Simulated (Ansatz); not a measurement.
Relaxation of the cluster Zn₂OF₂ with RKS PBE0-D4/def2-SVP.

```sh
$ ansatz run in.yaml --threads 4 --pin off --events-out ev --progress --plain --max-ram 3916MiB
```

```yaml
crystal:
  periodic: [false, false, false]
  atoms:
    - {symbol: Zn, position_ang: [-0.499660, 0.267310, -0.333020]}
    - {symbol: Zn, position_ang: [1.783950, 0.020780, 0.047140]}
    - {symbol: O, position_ang: [-2.351170, 0.261740, -0.361470]}
    - {symbol: F, position_ang: [3.503500, 0.135560, -0.021340]}
    - {symbol: F, position_ang: [-2.436620, -0.685380, 0.668690]}
basis:
  gaussian: {orbitals: def2-SVP}
hamiltonian: {xc: pbe0, dispersion: d4}
scf: {omitted_lower_state_checks: [starts]}
output: {orbitals: {seedname: orbitals}}
relax: {f_tol: 0.02, max_steps: 100}
```

It took 10 s on 4 threads of Arm Neoverse V2 on a shared host.

Positions (Å) and forces (eV/Å) at steps 1, 2, 3, 4, 5 of 5:

```xyz
5
step=1 energy=-104277.7092 eV
Zn   -0.500    0.267   -0.333   -0.043   -0.173    0.223
Zn    1.784    0.021    0.047   -0.639    0.185   -0.255
O    -2.351    0.262   -0.361    0.017    0.975   -1.079
F     3.503    0.136   -0.021    0.797   -0.059    0.103
F    -2.437   -0.685    0.669   -0.133   -0.928    1.008
5
step=2 energy=-104277.7943 eV
Zn   -0.526    0.260   -0.318    0.055   -0.057    0.075
Zn    1.806    0.143   -0.100    0.348    0.007    0.008
O    -2.379    0.252   -0.355    0.020    0.449   -0.499
F     3.563    0.053    0.079   -0.384    0.020   -0.042
F    -2.465   -0.708    0.694   -0.039   -0.419    0.458
5
step=3 energy=-104277.8071 eV
Zn   -0.517    0.238   -0.289    0.001   -0.044    0.055
Zn    1.815    0.148   -0.101    0.060   -0.004    0.005
O    -2.369    0.261   -0.370   -0.017    0.097   -0.111
F     3.560    0.060    0.067   -0.071    0.012   -0.017
F    -2.489   -0.707    0.693    0.027   -0.062    0.068
5
step=4 energy=-104277.8104 eV
Zn   -0.519    0.207   -0.248    0.033    0.005   -0.003
Zn    1.813    0.134   -0.083   -0.042   -0.005    0.005
O    -2.368    0.275   -0.389   -0.016    0.063   -0.070
F     3.558    0.079    0.042    0.038    0.003   -0.002
F    -2.484   -0.695    0.679   -0.014   -0.064    0.071
5
step=5 energy=-104277.8107 eV
Zn   -0.519    0.203   -0.244    0.007   -0.006    0.007
Zn    1.812    0.125   -0.072    0.011    0.006   -0.007
O    -2.367    0.278   -0.394   -0.014   -0.005    0.005
F     3.561    0.087    0.032   -0.007   -0.003    0.003
F    -2.488   -0.694    0.678    0.003    0.008   -0.008
```

Another isomer (singlet) lies 4.19 eV lower at PBE0-D4/def2-TZVP; other spin states weren't run for this one.
